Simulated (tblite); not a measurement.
Species: C7H11NSi2.
Atom-mapped SMILES: `[CH3:1][C:2]#[C:3][Si@@H:4]1[CH2:5][SiH2:6][C@H:7]([C:8]#[N:9])[CH2:10]1` (hydrogens: H11, H12, H13 on C1; H14 on Si4; H15, H16 on C5; H17, H18 on Si6; H19 on C7; H20, H21 on C10)

Structure used (GFN2-xTB), in Å, numbered top down from 1:
```
atom  x, y, z in Å
C1     4.2555    0.0130   -1.0331
C2     2.9868    0.1566   -0.3582
C3     1.9282    0.2798    0.2051
Si4    0.2958    0.4505    1.0412
C5    -0.4958   -1.2583    1.3932
Si6   -2.1594   -1.3113    0.4725
C7    -2.3644    0.5779    0.1394
C8    -3.2837    0.8184   -0.9232
N9    -4.0027    0.9834   -1.8006
C10   -0.9852    1.1783   -0.1759
H11    4.1567    0.3110   -2.0766
H12    5.0041    0.6436   -0.5545
H13    4.5859   -1.0245   -0.9905
H14    0.4164    1.2682    2.2582
H15    0.1556   -2.0659    1.0686
H16   -0.6403   -1.4019    2.4619
H17   -2.0714   -2.0364   -0.7962
H18   -3.2847   -1.7950    1.2768
H19   -2.7685    1.0490    1.0428
H20   -1.0299    2.2682   -0.1434
H21   -0.7078    0.9124   -1.1986
```

Computed with GFN2-xTB (tblite): harmonic, unscaled wavenumbers at the GFN2-xTB geometry, gas phase. Errors from tens to a few hundred cm⁻¹ against measured bands are possible. Modes of hydrogen on silicon can be 10 to 20 % off. One conformer, not necessarily the lowest. The optimisation stopped once no atom felt more than 0.01 eV/Å.

Lowest wavenumbers of the output (negative numbers stand for imaginary wavenumbers):
```
mode    cm-1
  1     -33.9
  2      26.0
  3      43.7
  4      82.1
  5     107.8
  6     124.6
  7     211.2
  8     217.9
  9     224.6
 10     294.9
 11     314.3
 12     319.7
 13     321.6
 14     439.2
 15     472.8
```

Is this structure a minimum?

Not by this Hessian. 1 mode is imaginary beyond 20i (34i cm⁻¹), so at this level the point lies at or near a first-order saddle. The curvature is small, so loose convergence or finite differences may be the whole cause.

Which atoms move in the imaginary mode?

34i: H12 (methyl hydrogen) 34 %, H13 (methyl hydrogen) 33 %, H11 (methyl hydrogen) 33 %. These are shares of the mass-weighted motion.

What is the remedy?

Step along that mode in both directions, optimise again with tighter thresholds and repeat the frequencies. The zero-point energy of this point (95.0 kcal/mol) counts the 56 real modes alone, and thermal corrections from it aren't those of a minimum.
